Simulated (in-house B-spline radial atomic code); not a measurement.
## OEP/ALDAx excitations of As5+

Method: OEP/ALDAx. Computed with a B-spline radial code for spherical atoms: linear response of the closed shell [Ar] 3d10 with the adiabatic LDA exchange kernel on the exchange-only optimised effective potential; scalar-relativistic (spin-free one-electron X2C), finite nucleus, no spin-orbit coupling, no double excitations, S, P, D and F terms only. Only terms of natural parity with L up to 3 were computed.

Command:
```bash
python run_td.py task.json out
```
Settings (radii: box in bohr, nucleus in fm):
```
Z                        33
electrons                28
configuration            [Ar] 3d10
hamiltonian              x2c
method                   oep
box_radius               16.35
rms_radius               4.0968
intervals                104
```

Run time, properties included: 2.5 s on 1 thread of Arm Neoverse N1, with other jobs on the host.

The lowest states, in the order of their Tamm-Dancoff energies; the method's threshold (minus the highest occupied level) is 123.26 eV. Labels give the largest channel, * marks a mixed state, and oscillator strengths are full-response dipole values. Semilocal kernels can invert the small singlet-triplet splittings of Rydberg terms. Energies in eV:

```
     state  full response  Tamm-Dancoff  oscillator strength
3d → 4s 3D          40.88         40.89                    -
3d → 4s 1D          41.72         41.73                    -
3d → 4p 3P              ?             ?                    -
3d → 4p 3F          54.93         54.95                    -
3d → 4p 1F          55.52         55.53                    -
3d → 4p 1P          56.61         56.70                0.576
3d → 4d 3S          74.44         74.49                    -
3d → 4d 3D          75.69         75.69                    -
3d → 4d 1D          76.42         76.44                    -
3d → 4d 1S          81.07         81.77                    -
3d → 5s 3D          82.65         82.65                    -
3d → 5s 1D          82.87         82.87                    -
3d → 5p 3P          87.77         87.78                    -
3d → 5p 3F          87.88         87.88                    -
3d → 5p 1F          88.06         88.06                    -
3d → 5p 1P              ?             ?                    ?
```

**Question.** Where does 3d → 5p 1P lie?

**Answer.** At 88.34 eV in full response, 88.37 eV in Tamm-Dancoff, oscillator strength 0.0512.

**Question.** Where does 3d → 4p 3P lie?

**Answer.** At 54.57 eV in full response, 54.60 eV in Tamm-Dancoff.

**Question.** How large is the singlet-triplet splitting of 3d → 4s (D terms) in Tamm-Dancoff?

**Answer.** 0.834 eV, from the unrounded values.

**Question.** What polarisabilities and dispersion coefficient does the method give?

**Answer.** Dipole 0.5167 bohr³, quadrupole 0.5716 bohr⁵, C6 0.8497 hartree·bohr⁶ for two such species.
